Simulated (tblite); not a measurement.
A tight-binding relaxation on `C#C[SiH2][Si@@H]([SiH3])[O][GeH3]`.

Computed with GFN2-xTB geometry optimisation, gas phase (tblite 0.8.0). Start geometry: from a force field or distance geometry. A driver script takes a list of jobs; this job's settings line and coordinates (Å) are shown.

Command:
```bash
OMP_NUM_THREADS=1 python probes_run.py task.json out
```

Input:
```
{"job": {"kind": "relax", "xc": "GFN2-xTB", "basis": "xTB"}, "charge": 0, "multiplicity": 1}
C      3.779600     0.440900     0.226300
C      2.794000    -0.255000     0.343500
Si     1.320800    -1.324800     0.548200
Si    -0.476100     0.054400     0.495800
Si     0.197800     2.097600    -0.129700
O     -1.560700    -0.579100    -0.673800
Ge    -3.020800    -1.088000     0.189700
H      4.619900     1.080100     0.115900
H      1.443300    -2.035700     1.819500
H      1.197400    -2.299500    -0.539000
H     -1.063300     0.093300     1.839300
H     -1.001700     2.808200    -0.603800
H      1.109700     1.979300    -1.290000
H      0.896500     2.790500     0.953500
H     -2.587000    -2.103400     1.256200
H     -3.996300    -1.773500    -0.794300
H     -3.660000     0.126700     0.882200
```

Output:
```
step      E/eV     max force
  0    -558.03508    1.619
  1    -558.10507    2.419
  2    -558.17478    1.720
  3    -558.23249    0.714
  4    -558.29645    0.563
  5    -558.33656    0.615
  6    -558.36837    0.550
  7    -558.41369    0.571
  8    -558.44824    0.587
  9    -558.47590    0.452
... (171 lines left out)
181    -558.69507    0.028
182    -558.69516    0.033
183    -558.69527    0.026
184    -558.69540    0.028
185    -558.69550    0.032
186    -558.69559    0.028
187    -558.69565    0.014
188    -558.69568    0.015
189    -558.69572    0.011
190    -558.69575    0.009
```

«max force» is the largest atomic force in eV/Å.

**Question.** From which step on does the largest force stay under 0.1 eV/Å, and how much energy is left to gain from there?

**Answer.** From step 166 (0.056 eV/Å), 4.9 meV above the end.

In short: energy lowered by 15.2 kcal/mol over 190 steps; largest atomic force 0.009 eV/Å at the end.

**Question.** Give the final coordinates.

**Answer.** 0.964 Å rms from the input after alignment:
```
atom  x, y, z in Å
C1     4.1585    0.2299    0.6545
C2     3.1447   -0.4133    0.5879
Si3    1.5734   -1.3882    0.4833
Si4   -0.1535    0.1046    0.9018
Si5   -0.4000    2.0106   -0.3961
O6    -1.4878   -0.8523    0.7272
Ge7   -3.1108   -0.9359    0.1653
H8     5.0483    0.7896    0.7128
H9     1.7410   -2.5119    1.4226
H10    1.5763   -1.9861   -0.8660
H11   -0.2083    0.4652    2.3388
H12   -1.4231    2.9549    0.0800
H13   -0.7927    1.6949   -1.7785
H14    0.8606    2.7534   -0.4666
H15   -3.6693   -2.1505    0.8357
H16   -3.0443   -1.0774   -1.3263
H17   -3.8200    0.3246    0.5630
```

**Question.** How long does this job take on Arm Neoverse N1, one thread, shared host with 64 logical CPUs at a one-minute load of 60?

**Answer.** About 3.3 s.
Labels such as C1 count atoms from 1, the log's own numbers from 0.
